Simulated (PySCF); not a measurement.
Correlation energy of As (arsenic, neutral)

[Ar] 3d10 4s2 4p3, high-spin 4S determinant. Computed with PySCF 2.14 in x2c-SVPall, with scalar relativity by spin-free X2C-1e. Frozen: [Ar] 3d10; 5 electrons correlated.

MP2 pair energies summed by pair of shells (mhartree):

```json
{"pair": "4s-4p", "energy": "-35.89", "share (%)": "64.0"}
{"pair": "4p-4p", "energy": "-12.68", "share (%)": "22.6"}
{"pair": "4s-4s", "energy": "-7.55", "share (%)": "13.4"}
```

Total MP2 correlation energy: -56.11 mhartree.

Same-spin part -15.17 and opposite-spin part -40.95 mhartree; SCS-MP2 scales them by 1/3 and 6/5 to -54.19 mhartree.

```
  level  correlation energy (mhartree)
   CCSD                         -70.62
    (T)                          -0.93
CCSD(T)                         -71.55
```

Diagnostics: T1 = 0.0028, D1 = 0.0073, largest double amplitude 0.060.

Cost of the coupled-cluster step: 0.1 s of wall time on 1 thread of Neoverse-V2 (shared host), for 5 correlated electrons.

Iterations:

```
CC2 = 0
CCSD nocc = (np.int64(4), np.int64(1)), nmo = (18, 18)
frozen orbitals [[0, 1, 2, 3, 4, 5, 6, 7, 8, 9, 10, 11, 12, 13], [0, 1, 2, 3, 4, 5, 6, 7, 8, 9, 10, 11, 12, 13]]
max_cycle = 100
direct = 0
conv_tol = 1e-08
conv_tol_normt = 1e-06
diis_space = 8
diis_start_cycle = 0
Init t2, MP2 energy = -0.0561136375438494
Init E_corr(UCCSD) = -0.0561136375453778
cycle = 1  E_corr(UCCSD) = -0.0674480968786833  dE = -0.0113344593  norm(t1,t2) = 0.0385307
cycle = 2  E_corr(UCCSD) = -0.0698139397991685  dE = -0.00236584292  norm(t1,t2) = 0.0102542
cycle = 3  E_corr(UCCSD) = -0.0706350571525885  dE = -0.000821117353  norm(t1,t2) = 0.00330206
cycle = 4  E_corr(UCCSD) = -0.0706203976828008  dE = 1.46594698e-05  norm(t1,t2) = 0.000328873
cycle = 5  E_corr(UCCSD) = -0.0706210329342673  dE = -6.35251467e-07  norm(t1,t2) = 4.27782e-05
cycle = 6  E_corr(UCCSD) = -0.0706207421988864  dE = 2.90735381e-07  norm(t1,t2) = 1.01771e-05
cycle = 7  E_corr(UCCSD) = -0.0706209600571761  dE = -2.1785829e-07  norm(t1,t2) = 1.66884e-06
cycle = 8  E_corr(UCCSD) = -0.0706208868552388  dE = 7.32019373e-08  norm(t1,t2) = 2.25603e-07
cycle = 9  E_corr(UCCSD) = -0.0706208931654975  dE = -6.31025864e-09  norm(t1,t2) = 3.54362e-08
UCCSD converged
E(UCCSD) = -2258.693279104979  E_corr = -0.07062089316549745
UCCSD(T) correction = -0.000929248768881023
```
